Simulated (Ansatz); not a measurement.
CH3F3Ge, SMILES `F[C](F)(F)[GeH3]`. Total charge 0; spin multiplicity 1. Geometry: relaxed with PBE0-D4/def2-TZVP.

```xyz
8

F     1.854    0.253    0.513
C     0.810    0.471   -0.304
F     1.186    0.079   -1.533
F     0.626    1.801   -0.357
Ge   -0.840   -0.489    0.316
H    -1.168    0.033    1.716
H    -1.954   -0.164   -0.683
H    -0.515   -1.984    0.332
```

Q: What is the dipole moment at ωB97M-V/def2-TZVPP? (An estimate is asked.)

A: Ansatz gave: 2.23 D, with components (-1.83, -1.07, 0.69) D in this frame, pointing from negative to positive charge.

Q: And with PBE, r2SCAN, B3LYP? (Estimate.)

A: Ansatz gave: PBE 1.91 D, r2SCAN 2.03 D, B3LYP 2.18 D.

Q: Give the Mulliken charges with ωB97M-V, r2SCAN, B3LYP in def2-TZVPP. (An estimate is asked.)

A: Computed: 
| atom | ωB97M-V | r2SCAN | B3LYP |
| --- | --- | --- | --- |
| F1 | -0.17 | -0.17 | -0.18 |
| C2 | 0.38 | 0.42 | 0.43 |
| F3 | -0.17 | -0.17 | -0.18 |
| F4 | -0.17 | -0.17 | -0.18 |
| Ge5 | 0.00 | 0.07 | 0.04 |
| H6 | 0.04 | 0.01 | 0.02 |
| H7 | 0.04 | 0.01 | 0.02 |
| H8 | 0.04 | 0.01 | 0.02 |

B3LYP here is the variant with VWN-RPA as its local correlation; programs differ in this.
